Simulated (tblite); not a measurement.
Isomers of C6H9O2 (doublet state). Computed with GFN2-xTB (tblite): harmonic, unscaled wavenumbers at the GFN2-xTB geometry, gas phase. Errors from tens to a few hundred cm⁻¹ against measured bands are possible. One conformer each. Open shells enter through the occupations alone, without spin polarisation, and single modes of such species can be off by tens of per cent.

Electronic energies: GFN2-xTB at the same geometries; isomer energies are rough at this level and their order can be wrong.

| SMILES | electronic energy, lowest = 0 (kJ/mol) |
| --- | --- |
| [CH2]OC(=O)C1CCC1 | 0.0 |
| C=C1CC[C@@H]1[C@H]([O])O | 93.1 |
| [CH2]C(=C=O)OC(C)C | 62.8 |

Problem. How do GFN2-xTB zero-point energies change the relative energies?

Solution. 
| SMILES | ZPE (kJ/mol) | of it from modes above 1550 cm⁻¹ | electronic (kJ/mol) | with ZPE, lowest = 0 (kJ/mol) | lowest mode (cm⁻¹) | rings |
| --- | --- | --- | --- | --- | --- | --- |
| [CH2]OC(=O)C1CCC1 | 357.9 | 174.4 | 0.0 | 0.0 | 12 | 1 |
| [CH2]C(=C=O)OC(C)C | 350.6 | 177.0 | 62.8 | 55.5 | 51 | 0 |
| C=C1CC[C@@H]1[C@H]([O])O | 353.6 | 174.4 | 93.1 | 88.7 | 65 | 1 |

The zero-point energies span 7.3 kJ/mol, from `[CH2]C(=C=O)OC(C)C` to `[CH2]OC(=O)C1CCC1`. The order is unchanged.
